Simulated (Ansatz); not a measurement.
Relaxation of F$_{2}$H$_{2}$SSi (6 atoms, charge 0, multiplicity 1), to a largest force component of 0.03 eV/Å in at most 50 steps.

Level of theory: RKS B3LYP/def2-SVP (Ansatz).

```xyz
6
Properties=species:S:1:pos:R:3
Si -0.159 0.328 0.263
H -0.353 0.606 -1.136
S 0.783 -1.546 0.029
H 0.530 -1.128 -1.241
F -1.538 0.285 1.097
F 0.737 1.456 0.987
```

Where does it end, and by what steps?

The forces met the threshold. The force dipped under the threshold on the way, but the program's further checks kept it going. After 25 steps the energy has fallen by 0.330 eV; H4 moved furthest, 0.68 Å.

| step | energy less start (eV) | largest force component (eV/Å) | accepted |
| --- | --- | --- | --- |
| 0 | 0.0000 | 0.879 | yes |
| 1 | -0.2321 | 0.416 | yes |
| 2 | -0.2980 | 0.502 | yes |
| 3 | -0.2860 | 0.628 | no |
| 4 | -0.3096 | 0.041 | yes |
| 5 | -0.3107 | 0.040 | yes |
| 6 | -0.3107 | 0.021 | yes |
| 7 | -0.3107 | 0.008 | yes |
| 8 | -0.3107 | 0.005 | yes |
| 9 | -0.3108 | 0.011 | yes |
| 10 | -0.2838 | 1.078 | no |
| 11 | -0.3108 | 0.014 | yes |
| 12 | -0.3108 | 0.018 | yes |
| 13 | -0.3109 | 0.023 | yes |
| 14 | -0.3111 | 0.028 | yes |
| 15 | -0.3113 | 0.034 | yes |
| 16 | -0.3118 | 0.055 | yes |
| 17 | -0.3125 | 0.089 | yes |
| 18 | -0.3137 | 0.131 | yes |
| 19 | -0.2887 | 1.111 | no |
| 20 | -0.3147 | 0.194 | yes |
| 21 | -0.3166 | 0.479 | yes |
| 22 | -0.3283 | 0.060 | yes |
| 23 | -0.3302 | 0.033 | yes |
| 24 | -0.3301 | 0.066 | no |
| 25 | -0.3304 | 0.010 | yes |

```xyz
6
Properties=species:S:1:pos:R:3
Si -0.265 0.361 0.181
H -0.713 0.984 -1.079
S 0.423 -1.640 -0.034
H 1.171 -1.339 -1.122
F -1.480 0.308 1.240
F 0.865 1.325 0.815
```

The run took 12 s on 2 threads of AMD EPYC 9R45 96-Core Processor (Zen 5) (shared host), peak memory 0.16 GiB.
